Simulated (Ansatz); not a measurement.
Relaxation of the cluster Na₃Cl₃⁻ with UKS PBE-D4/def2-SVPD.

```sh
$ ansatz run in.yaml --threads 4 --pin off --events-out ev --progress --plain --max-ram 4787MiB
```

```yaml
crystal:
  periodic: [false, false, false]
  atoms:
    - {symbol: Na, position_ang: [-1.575410, -0.108010, -0.313020]}
    - {symbol: Na, position_ang: [-0.259270, 2.023920, 1.616720]}
    - {symbol: Na, position_ang: [0.899610, -1.786250, -1.318330]}
    - {symbol: Cl, position_ang: [-0.721630, 3.858170, 3.053020]}
    - {symbol: Cl, position_ang: [-1.603650, -2.002530, -1.877920]}
    - {symbol: Cl, position_ang: [3.260350, -1.985300, -1.160470]}
basis:
  gaussian: {orbitals: def2-SVPD}
total_charge: -1
magnetization: {spin_polarized: true, initial_magnetization: 1}
hamiltonian: {xc: pbe, dispersion: d4}
scf: {lower_state_search: "off"}
output: {orbitals: {seedname: orbitals}}
relax: {f_tol: 0.02, max_steps: 100}
```

Run time 42 s (4 threads of Intel Xeon Platinum 8488C on a shared host).

Positions (Å) and forces (eV/Å) at steps 1, 2, 3, 4, 5, 6, 7, 8, 10, 13, 14, 15, 16, 17, 18, 19, 20, 22, 25 of 25:

```xyz
6
step=1 energy=-50784.7828 eV
Na   -1.575   -0.108   -0.313   -0.347    0.166    0.084
Na   -0.259    2.024    1.617    0.196   -0.198   -0.133
Na    0.900   -1.786   -1.318   -0.292   -0.158   -0.173
Cl   -0.722    3.858    3.053   -0.086    0.423    0.334
Cl   -1.604   -2.003   -1.878   -0.008   -0.204   -0.165
Cl    3.260   -1.985   -1.160    0.536   -0.029    0.053
6
step=2 energy=-50784.9342 eV
Na   -1.765   -0.125   -0.355   -0.155    0.110    0.066
Na   -0.215    2.121    1.703    0.046   -0.137   -0.105
Na    0.949   -1.894   -1.401   -0.189   -0.107   -0.119
Cl   -0.730    3.982    3.153   -0.028    0.231    0.185
Cl   -1.597   -2.060   -1.922    0.089   -0.093   -0.059
Cl    3.357   -2.025   -1.178    0.238   -0.004    0.032
6
step=3 energy=-50784.9912 eV
Na   -1.958   -0.102   -0.365    0.014   -0.033   -0.026
Na   -0.211    2.202    1.770   -0.076    0.006   -0.005
Na    1.013   -2.034   -1.510   -0.050   -0.045   -0.048
Cl   -0.746    4.101    3.248    0.037    0.035    0.034
Cl   -1.567   -2.082   -1.934    0.107    0.038    0.049
Cl    3.469   -2.085   -1.210   -0.032   -0.001   -0.004
6
step=4 energy=-50785.0192 eV
Na   -1.951   -0.075   -0.344    0.047   -0.049   -0.034
Na   -0.378    2.298    1.826   -0.091    0.067    0.042
Na    1.052   -2.163   -1.611    0.124   -0.025   -0.005
Cl   -0.766    4.219    3.342    0.045   -0.015   -0.005
Cl   -1.454   -2.054   -1.893   -0.160    0.034    0.006
Cl    3.497   -2.225   -1.320    0.034   -0.012   -0.004
6
step=5 energy=-50785.0457 eV
Na   -1.907   -0.097   -0.356    0.052   -0.007    0.001
Na   -0.516    2.413    1.900   -0.092    0.044    0.023
Na    1.086   -2.253   -1.682    0.103   -0.023   -0.005
Cl   -0.767    4.338    3.438    0.036   -0.016   -0.008
Cl   -1.423   -2.072   -1.901   -0.146    0.019   -0.005
Cl    3.527   -2.328   -1.399    0.047   -0.017   -0.007
6
step=6 energy=-50785.0731 eV
Na   -1.835   -0.089   -0.339    0.037   -0.001    0.005
Na   -0.688    2.494    1.941   -0.067    0.061    0.040
Na    1.123   -2.332   -1.744    0.025   -0.012   -0.007
Cl   -0.754    4.417    3.505    0.021   -0.032   -0.023
Cl   -1.413   -2.065   -1.893   -0.035    0.004   -0.001
Cl    3.567   -2.426   -1.472    0.019   -0.021   -0.014
6
step=7 energy=-50785.0924 eV
Na   -1.757   -0.082   -0.322    0.019    0.019    0.019
Na   -0.858    2.575    1.984   -0.040    0.064    0.046
Na    1.152   -2.398   -1.795   -0.021   -0.005   -0.007
Cl   -0.742    4.486    3.563    0.003   -0.040   -0.032
Cl   -1.393   -2.057   -1.882    0.023   -0.014   -0.008
Cl    3.597   -2.524   -1.547    0.016   -0.024   -0.017
6
step=8 energy=-50785.1080 eV
Na   -1.682   -0.059   -0.291    0.010    0.025    0.022
Na   -1.024    2.664    2.031   -0.014    0.058    0.046
Na    1.184   -2.469   -1.849   -0.021    0.001   -0.002
Cl   -0.760    4.555    3.617   -0.014   -0.042   -0.036
Cl   -1.347   -2.033   -1.856    0.025   -0.018   -0.011
Cl    3.629   -2.658   -1.652    0.013   -0.025   -0.019
6
step=10 energy=-50785.1296 eV
Na   -1.569    0.020   -0.210    0.009    0.000    0.001
Na   -1.203    2.793    2.111   -0.002    0.014    0.011
Na    1.245   -2.562   -1.916    0.016    0.000    0.002
Cl   -0.910    4.670    3.690   -0.016    0.000   -0.003
Cl   -1.244   -1.959   -1.782    0.015    0.004    0.005
Cl    3.681   -2.962   -1.893   -0.022   -0.017   -0.017
6
step=13 energy=-50785.1521 eV
Na   -1.379    0.113   -0.106    0.005    0.023    0.020
Na   -1.338    2.975    2.241    0.001   -0.011   -0.009
Na    1.337   -2.694   -2.011    0.003   -0.003   -0.002
Cl   -1.236    4.877    3.812   -0.012    0.000   -0.001
Cl   -1.071   -1.863   -1.679    0.030   -0.006    0.000
Cl    3.688   -3.409   -2.258   -0.026   -0.004   -0.007
6
step=14 energy=-50785.1583 eV
Na   -1.283    0.172   -0.045   -0.001    0.001    0.001
Na   -1.374    2.996    2.253    0.004    0.010    0.009
Na    1.360   -2.710   -2.022    0.038   -0.026   -0.016
Cl   -1.357    4.907    3.818   -0.011   -0.002   -0.003
Cl   -1.005   -1.807   -1.623    0.020    0.005    0.007
Cl    3.660   -3.557   -2.382   -0.050    0.013    0.003
6
step=15 energy=-50785.1639 eV
Na   -1.220    0.218    0.003    0.008    0.004    0.004
Na   -1.398    3.061    2.303   -0.003    0.011    0.009
Na    1.383   -2.794   -2.086    0.037   -0.008   -0.001
Cl   -1.502    4.981    3.858   -0.007   -0.010   -0.010
Cl   -0.912   -1.759   -1.571    0.028   -0.011   -0.005
Cl    3.649   -3.707   -2.507   -0.063    0.013    0.002
6
step=16 energy=-50785.1680 eV
Na   -1.126    0.261    0.051    0.003    0.002    0.002
Na   -1.435    3.106    2.334   -0.002    0.022    0.017
Na    1.410   -2.828   -2.110    0.042   -0.019   -0.009
Cl   -1.629    5.030    3.880   -0.004   -0.021   -0.018
Cl   -0.833   -1.717   -1.524    0.037   -0.011   -0.003
Cl    3.612   -3.852   -2.631   -0.075    0.027    0.011
6
step=17 energy=-50785.1713 eV
Na   -1.038    0.307    0.102    0.002    0.001    0.001
Na   -1.468    3.154    2.369   -0.004    0.030    0.024
Na    1.436   -2.875   -2.145    0.043   -0.019   -0.010
Cl   -1.763    5.080    3.902    0.000   -0.031   -0.026
Cl   -0.736   -1.670   -1.472    0.043   -0.017   -0.008
Cl    3.569   -3.997   -2.755   -0.083    0.036    0.018
6
step=18 energy=-50785.1737 eV
Na   -0.951    0.353    0.152    0.000    0.002    0.002
Na   -1.501    3.199    2.401   -0.007    0.037    0.029
Na    1.463   -2.916   -2.174    0.042   -0.023   -0.013
Cl   -1.893    5.123    3.918    0.004   -0.040   -0.032
Cl   -0.633   -1.623   -1.419    0.049   -0.024   -0.012
Cl    3.515   -4.137   -2.878   -0.089    0.047    0.026
6
step=19 energy=-50785.1753 eV
Na   -0.901    0.399    0.196    0.005   -0.015   -0.012
Na   -1.517    3.205    2.403   -0.011    0.048    0.037
Na    1.478   -2.932   -2.186    0.032   -0.017   -0.009
Cl   -1.969    5.124    3.908    0.005   -0.034   -0.027
Cl   -0.554   -1.576   -1.369    0.044   -0.024   -0.014
Cl    3.463   -4.218   -2.952   -0.075    0.043    0.025
6
step=20 energy=-50785.1767 eV
Na   -0.815    0.409    0.217   -0.005    0.020    0.016
Na   -1.559    3.289    2.466   -0.002    0.004    0.003
Na    1.523   -2.974   -2.214    0.019   -0.022   -0.016
Cl   -2.104    5.196    3.948    0.006   -0.025   -0.020
Cl   -0.442   -1.564   -1.343    0.037   -0.018   -0.010
Cl    3.397   -4.356   -3.074   -0.054    0.041    0.026
6
step=22 energy=-50785.1794 eV
Na   -0.748    0.464    0.271    0.000   -0.002   -0.001
Na   -1.579    3.279    2.455    0.000    0.003    0.002
Na    1.523   -2.992   -2.228    0.000    0.001    0.001
Cl   -2.181    5.176    3.920   -0.001   -0.002   -0.002
Cl   -0.332   -1.506   -1.280    0.006   -0.002   -0.001
Cl    3.317   -4.421   -3.139   -0.005    0.002    0.001
6
step=25 energy=-50785.1798 eV
Na   -0.647    0.520    0.332   -0.001    0.001    0.000
Na   -1.615    3.322    2.485   -0.001   -0.001   -0.001
Na    1.555   -3.032   -2.256    0.000    0.000    0.000
Cl   -2.340    5.200    3.917    0.001    0.000    0.000
Cl   -0.146   -1.442   -1.201    0.002    0.000    0.000
Cl    3.194   -4.568   -3.277   -0.001    0.001    0.001
```

The relaxation made no stability test and no search for a lower SCF solution. Another isomer (doublet) lies 0.71 eV lower at PBE0-D4/def2-TZVPD; other spin states weren't run for this one.
